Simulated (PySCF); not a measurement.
YI3 (singlet). Level of theory: PySCF, B3LYP, basis Y def2-SVP with ECP28, I def2-SVP with ECP28 (scalar-relativistic core potentials, no spin–orbit coupling, density fitting).

Harmonic bands of its minimum:

```tsv
ω (cm⁻¹)	IR (km/mol, summed over degenerate members)	degeneracy
40	16.0	1
41	0.7	2
142	0.0	1
241	129	2
```

Problem. The central atom is Y. Infer the point group and assign the bands.

Solution. D3h. The modes span a2'' + 2e' + a1': 40 a2'', 41 e', 142 a1', 241 e'. The computed geometry has Y–I 2.820 Å (×3); I–Y–I 120.0° (×3).

Stability towards spin polarisation was not tested. Only a few start shapes were tried, so a lower isomer may exist.
